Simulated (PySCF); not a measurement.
Species: C₇H₉NO₂.
Atom-mapped SMILES: `[CH3:1][CH2:2][O:3][c:4]1[cH:5][cH:6][n+:7]([O-:8])[cH:9][cH:10]1`

NICS is the negative of the GIAO shielding at a point without a nucleus: at the ring centre (0) and 1 Å above and below it (1); zz is the component along the ring normal. Level: GIAO PBE0/pcSseg-1 (PySCF, non-relativistic, gas phase) on the GFN2-xTB geometry, one conformer.

Ring bond lengths (Å), with Mayer bond orders in brackets: C4–C5 1.394 (1.34), C5–C6 1.376 (1.43), C6–N7 1.351 (1.16), N7–C9 1.356 (1.12), C9–C10 1.369 (1.47), C10–C4 1.400 (1.35).

Q: What do the NICS probes read (ppm)?

A: 
| ring | type | NICS(0) | NICS(1), two faces | NICS(1)zz, two faces | rms pucker (Å) | centre to ring atoms, mean (Å) |
| --- | --- | --- | --- | --- | --- | --- |
| C4–C5–C6–N7–C9–C10 | 6-membered ring with N; formal bonds all aromatic | -7.6 | -8.6 / -8.5 | -20.0 / -19.8 | 0.00 | 1.37 |

Q: What do they say, and how far can they be read as aromaticity?

A: 
- C4–C5–C6–N7–C9–C10: mean NICS(1)zz -19.9 ppm, shielded.

Q: What does the geometric index give? HOMA = 1 − mean of α(R − Ropt)² over the ring bonds, with Krygowski's 1993 parameters (CC: Ropt 1.388 Å, α 257.7 Å⁻²; CN: Ropt 1.334 Å, α 93.52 Å⁻²).

A: 
- C4–C5–C6–N7–C9–C10: HOMA 0.96; the largest term is that of C9–C10, α(R − Ropt)² = 0.09.

The values belong to the conformer `[CH3:1][CH2:2][O:3][c:4]1[cH:5][cH:6][n+:7]([O-:8])[cH:9][cH:10]1`: C1–C2–O3–C4 -79°, C2–O3–C4–C5 -2°.
